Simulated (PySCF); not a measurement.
## Removing an electron from `c1csc(C2CCCC2)c1`

Compound: C9H12S.
Numbering: `[cH:1]1[cH:2][s:3][c:4]([CH:5]2[CH2:6][CH2:7][CH2:8][CH2:9]2)[cH:10]1` (hydrogens: H11 on C1; H12 on C2; H13 on C5; H14, H15 on C6; H16, H17 on C7; H18, H19 on C8; H20, H21 on C9; H22 on C10)

Geometry (PBE0-D3(BJ)/def2-SVP, Å), atoms numbered from 1 in this order:
```
atom  x, y, z in Å
C1     1.6638    2.2361   -2.2310
C2     2.6942    1.8494   -1.4185
S3     2.1525    0.7918   -0.1756
C4     0.5119    0.8510   -0.7373
C5    -0.5697    0.0773   -0.0542
C6    -0.3731   -1.4703   -0.0656
C7    -0.4225   -1.9132    1.4010
C8    -1.2733   -0.8441    2.0810
C9    -0.7679    0.4405    1.4355
C10    0.4189    1.6631   -1.8395
H11    1.7893    2.9083   -3.0810
H12    3.7447    2.1299   -1.4795
H13   -1.4962    0.3172   -0.5991
H14    0.5652   -1.7561   -0.5625
H15   -1.1879   -1.9392   -0.6384
H16    0.5918   -1.8993    1.8345
H17   -0.8124   -2.9343    1.5282
H18   -1.1837   -0.8428    3.1779
H19   -2.3396   -0.9984    1.8400
H20    0.2038    0.7183    1.8771
H21   -1.4357    1.3048    1.5660
H22   -0.5262    1.8413   -2.3553
```

Level: wB97X-D/def2-SVPD (PySCF). Frontier orbitals with their largest atomic shares (Löwdin; up to four atoms above 4 %):

| orbital | ε (eV) | main atoms |
| --- | --- | --- |
| HOMO−3 | -11.04 | C8 19 %, C7 17 %, H19 12 %, H16 10 % |
| HOMO−2 | -10.76 | C5 16 %, S3 14 %, C6 13 %, H13 12 % |
| HOMO−1 | -8.89 | S3 43 %, C10 19 %, C1 17 %, C4 8 % |
| HOMO | -8.26 | ? |
| LUMO | 1.38 | S3 21 %, C2 21 %, C4 20 %, C1 14 % |
| LUMO+1 | 2.18 | S3 54 %, C10 5 %, H12 5 %, C1 4 % |
| LUMO+2 | 2.29 | S3 34 %, C7 7 %, C8 7 %, C9 5 % |

Q: What vertical ionisation energy does ΔSCF give, and how far is −ε(HOMO) from it?

A: ΔSCF: 8.27 eV (798 kJ/mol; threshold wavelength 150 nm); ⟨S²⟩ of the doublet left behind is 0.765, against 0.75 for a pure doublet. −ε(HOMO) is 8.26 eV, the same within 0.01 eV. For the exact functional −ε(HOMO) would equal the first vertical ionisation energy; wB97X-D (range-separated hybrid) comes within 0.01 eV of that here. Holes in the HOMO−1 and HOMO−2 were tried too where these lie within 1.2 eV of the HOMO; the lowest converged state counts.

Q: On which atoms does the HOMO lie?

A: C2 (aromatic CH next to a ring sulfur) 26 %, C4 (substituted aromatic carbon) 24 %, C1 (aromatic CH carbon) 15 %, C10 (aromatic CH carbon) 14 %, so no atom holds as much as 40 %. The HOMO−1 lies 0.63 eV lower.

Q: What kinetic energy would electrons from this vertical process carry with 118.2 nm light (10.49 eV)?

A: 10.49 − 8.27 = 2.22 eV.

Q: How many of the 10 lowest singlet excitations (vertical TDDFT, same level) lie below the ionisation energy?

A: All 10; they run from 5.55 to 7.52 eV.

Q: With α = 118.2 au, estimate the like-pair dispersion coefficient by London's formula C6 = (3/4)α²I.

A: I = 0.3040 Eh, so C6 ≈ 3190 au, a rough estimate.

Isolated species at its PBE0-D3(BJ)/def2-SVP geometry (one conformer only).

wB97X-D is run here without its empirical dispersion term; that term would change no orbital, density or response property at a fixed geometry.
